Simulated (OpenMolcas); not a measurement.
Sm3+ in CaO

Sm3+ with its 6 nearest oxide ions at 2.362 Å, on the Ca site of CaO (a = 4.8105 Å, distance in the model lattice 2.405 Å). The rest of the host is ab initio model potentials to 7.6 Å, with orthogonalisation functions on the cations behind the ligands, and point charges beyond; the distance is set by hand and nothing relaxes, and no local charge compensation is placed. Ligand basis ANO-RCC-VDZP.
```
Sm    0.0000    0.0000    0.0000
O     2.3620    0.0000    0.0000
O     0.0000    2.3620    0.0000
O    -2.3620    0.0000    0.0000
O     0.0000   -2.3620    0.0000
O     0.0000    0.0000    2.3620
O     0.0000    0.0000   -2.3620
```

```json
{
  "Program": "OpenMolcas 26.06",
  "Method": "CASSCF",
  "Basis": "ANO-RCC-VDZP [7s6p4d2f1g]",
  "Scalar Hamiltonian": "DKH2, point nucleus",
  "Active space": "5 electrons in 7 orbitals (4f)",
  "State averaging": "2S+1 = 6 odd, 21 roots; 2S+1 = 4 odd, 128 roots kept (CI in the orbitals of an earlier block, 108 in the spin-orbit step); 2S+1 = 2 odd, 130 roots kept (CI in the orbitals of an earlier block, 41 in the spin-orbit step)",
  "Spin-orbit coupling": "state interaction with AMFI integrals over the reference wave functions"
}
```

The lowest spin-free states (labels of O, the rotations of Oh), above the lowest:

| State | Degeneracy | E (cm-1) | Free-ion L (%) |
| --- | --- | --- | --- |
| 6T1 | 3 | 0.0 | H (98) |
| 6E | 2 | 302.1 | H (100) |
| 6T2 | 3 | 602.9 | H (100) |
| 6T1 | 3 | 1129 | H (100) |
| 6A2 | 1 | 7090 | F (100) |
| 6T2 | 3 | 7116 | F (100) |
| 6T1 | 3 | 7392 | F (98) |
| 4A1 | 1 | 22043 | I (95) |
| 4T1 | 3 | 22053 | I (87) |
| 4T2 | 3 | 22081 | I (75) |
| 4A2 | 1 | 22224 | F (46) |
| 4T2 | 3 | 22377 | M (92) |
| 4A2 | 1 | 22381 | M (59) |
| 4T1 | 3 | 22416 | M (96) |
| 4T2 | 3 | 22682 | I (52) |
| 4E | 2 | 22741 | M (96) |
| 4T1 | 3 | 22766 | M (92) |
| 4A1 | 1 | 22866 | M (94) |
| 4E | 2 | 22885 | I (91) |
| 4T1 | 3 | 22961 | F (81) |

The lowest levels with spin-orbit coupling:

| E (cm-1) | Degeneracy | Label | 2S+1 | J | |mJ| (%) | g |
| --- | --- | --- | --- | --- | --- | --- |
| 0.0 | 2 | Γ7 | 6 | 2.56 | 3/2 (81) | 0.28 0.28 0.28 |
| 257.1 | 4 | Γ8 | 6 | 2.63 | 1/2 (48) |  |
| 1116 | 2 | Γ6 | 6 | 3.54 | 1/2 (58) | 2.35 2.35 2.35 |
| 1379 | 4 | Γ8 | 6 | 3.53 | 3/2 (36) |  |
| 1390 | 2 | Γ7 | 6 | 3.51 | 5/2 (73) | 1.70 1.70 1.70 |
| 2414 | 2 | Γ6 | 6 | 4.49 | 1/2 (58) | 4.28 4.28 4.28 |
| 2568 | 4 | Γ8 | 6 | 4.54 | 3/2 (41) |  |
| 2679 | 4 | Γ8 | 6 | 4.51 | 7/2 (41) |  |
| 3958 | 2 | Γ7 | 6 | 5.57 | 3/2 (45) | 4.46 4.46 4.46 |
| 3971 | 4 | Γ8 | 6 | 5.47 | 1/2 (38) |  |
| 4016 | 4 | Γ8 | 6 | 5.52 | 5/2 (37) |  |
| 4046 | 2 | Γ6 | 6 | 5.51 | 7/2 (72) | 4.04 4.04 4.04 |
| 5405 | 4 | Γ8 | 6 | 6.51 | 7/2 (37) |  |
| 5434 | 2 | Γ6 | 6 | 6.50 | 9/2 (68) | 6.02 6.02 6.02 |
| 5445 | 2 | Γ7 | 6 | 6.51 | 5/2 (61) | 2.93 2.93 2.93 |
| 5626 | 2 | Γ7 | 6 | 6.46 | 3/2 (57) | 1.97 1.97 1.97 |
| 5661 | 4 | Γ8 | 6 | 6.48 | 1/2 (42) |  |
| 6741 | 4 | Γ8 | 6 | 7.46 | 9/2 (40) |  |
| 6918 | 4 | Γ8 | 6 | 7.46 | 7/2 (39) |  |
| 7314 | 2 | Γ7 | 6 | 7.43 | 13/2 (39) | 7.49 7.49 7.49 |

Powder χT (cm3 K/mol): 0.00881 at 2 K, 0.0156 at 10 K, 0.0498 at 50 K, 0.0987 at 100 K, 0.207 at 200 K, 0.306 at 300 K. The effective moment at 300 K is 2.828 √(χT) = 1.56 μB.

Hund's rules give f5 the level 6H5/2 with g = 0.286, so an isolated free-ion multiplet has χT = g² J(J+1) / 8 = 0.089 cm3 K/mol. The computed 0.306 at 300 K differs by +243 %, through the field's splitting, the mixing of terms and any other multiplet in reach.

Stevens parameters of the J = 5/2 multiplet, which is 257 cm-1 wide (cm-1, z along the main axis): B40 = 6.958e-01, B44 = 3.694e+00.

Metal share of the active 4f orbitals (Löwdin): 99, 99, 99, 100, 100, 100, 100 %; Mulliken charge of the metal 2.53.

High states are left out of the spin-orbit mixing, which shifts the levels that they would mix with. Without dynamic correlation the ligand-field splitting of an f shell can come out too small, at times by half. The first state left out of the spin-orbit step lies near 38000 cm-1 above the lowest spin-free state of the reference (among the parities and spins computed), and the lists stop at four fifths of that energy or lower. No measured value stands beside these numbers; the geometry was set by hand and not optimised.
